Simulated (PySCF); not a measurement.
Molecule: B(F)2(SH), HBF2S, SMILES FB(F)S. Atoms near the plane z = 0.0 Å, at the B3LYP/def2-SVP optimised geometry (x, y, z in Å): B1 (-0.6, -0.1, 0.0), F2 (-1.3, -1.2, 0.0), F3 (-1.3, 1.0, 0.0), S4 (1.2, -0.1, 0.0), H5 (1.3, 1.2, 0.0).

Computed with B3LYP/def2-TZVP run with PySCF. Cells within 0.4 Å of a nucleus heavier than hydrogen are left out (blank, or x). The values are rescaled to run from 0 to 1.

```
|444444444444444444444444444|
|444444444444444444444444444|
|444444444444444444444444444|
|444444444444444444444444444|
|444444444444444444444444444|
|444444444444444333334444444|
|444443344444443333333444444|
|444433334554443332233444444|
|44433321x765433322133444444|
|4443321xxx85432221234444444|
|4443321xxx75322111244544444|
|444333223554211001355555444|
|44443333455x10000xx67665544|
|4444333445xxx0001xx78765544|
|4444434445xxx0012xx89865544|
|444443344543222246899765544|
|444443334554333457888765544|
|4444333xxx64434456776655444|
|4444333xxx65444455665554444|
|44444332x554444445555544444|
|444443333444444444444444444|
|444444444444444444444444444|
|444444444444444444444444444|
|444444444444444444444444444|
|444444444444444444444444444|
|444444444444444444444444444|
|444444444444444444444444444|
```
Scale: ten equal steps from 0.000 (start of '0') to 1.00 (end of '9'), in the order '0123456789'; x runs from -3.50 to 3.50, y from -3.50 (bottom) to 3.50 (top).

Which quantity is mapped?
(A) deformation density (molecule minus spherical neutral atoms)
(B) log10 of the electron density
(C) Laplacian of the electron density
(D) an orbital amplitude

D, an orbital amplitude. In full: HOMO−1 amplitude (bohr^(-3/2)).
